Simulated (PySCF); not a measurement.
Two species compared at the same levels of theory.

First species: C₂HClN₂S.
InChI=1S/C2HClN2S/c3-2-1-4-6-5-2/h1H

Second species: C₅H₁₀Si₂.
Bonds: C1–C2 (triple), C2–Si3, Si3–Si4, Si4–C5, C5–C6, C6–C7, Si4–C7. Hydrogens: H8 on C1; H9, H10 on Si3; H11 on Si4; H12, H13 on C5; H14, H15 on C6; H16, H17 on C7.

Levels: PBE0/def2-SVPD for dipole moment, HOMO energy, LUMO energy, HOMO–LUMO gap, static isotropic polarisability and electronic spatial extent ⟨r²⟩ about the centre of nuclear charge; TDDFT PBE0/def2-SVPD for lowest singlet excitation; TDA PBE0/def2-SVPD for lowest triplet excitation (Tamm–Dancoff); GFN2-xTB for rotational constant A and rotational constant C. Geometries: GFN2-xTB. All species are isolated and taken at one optimised geometry, non-relativistic unless stated; the electronic structure was computed with PySCF and density fitting.

The conformers computed, where there is a choice (atom-mapped SMILES and torsion angles):
- `[CH:1]#[C:2][SiH2:3][SiH:4]1[CH2:5][CH2:6][CH2:7]1`: C2–Si3–Si4–C5 -43°

| property | column X | column Y |
| --- | --- | --- |
| dipole moment | 0.83 D | 0.70 D |
| HOMO energy | -7.98 eV | -7.58 eV |
| LUMO energy | -1.98 eV | -0.44 eV |
| HOMO–LUMO gap | 6.00 eV | 7.14 eV |
| lowest singlet excitation | 5.03 eV | 5.90 eV |
| lowest triplet excitation (Tamm–Dancoff) | 3.78 eV | 4.92 eV |
| static isotropic polarisability | 65.7 au | 111.4 au |
| electronic spatial extent ⟨r²⟩ about the centre of nuclear charge | 775 bohr² | 1366 bohr² |
| rotational constant A | 7.916 GHz | 2.726 GHz |
| rotational constant C | 1.351 GHz | 0.916 GHz |

Task: Which column belongs to which species?

Result: Column X is the first species and column Y the second. The first has 7 atoms and 60 electrons, the second 17 and 68.

Task: How does each property change from the first species to the second?

Result: dipole moment -0.13 D; HOMO energy +0.40 eV; LUMO energy +1.54 eV; HOMO–LUMO gap +1.14 eV; lowest singlet excitation +0.87 eV; lowest triplet excitation (Tamm–Dancoff) +1.14 eV; static isotropic polarisability +45.7 au; electronic spatial extent ⟨r²⟩ about the centre of nuclear charge +591 bohr²; rotational constant A -5.190 GHz; rotational constant C -0.435 GHz.

On the first: No computed singlet falls in the visible range (750 to 380 nm, 1.65 to 3.26 eV); S1 lies 1.77 eV above its blue end. The principal polarisabilities are 42.6, 62.3 and 92.2 au; their mean is the isotropic value.

On the second: S1 lies 1.24 eV below the HOMO–LUMO gap; its leading configuration is HOMO→LUMO, weight 0.80. The dipole equals about 2.3 × 10⁻³⁰ C·m (1 D = 3.33564 × 10⁻³⁰ C·m).
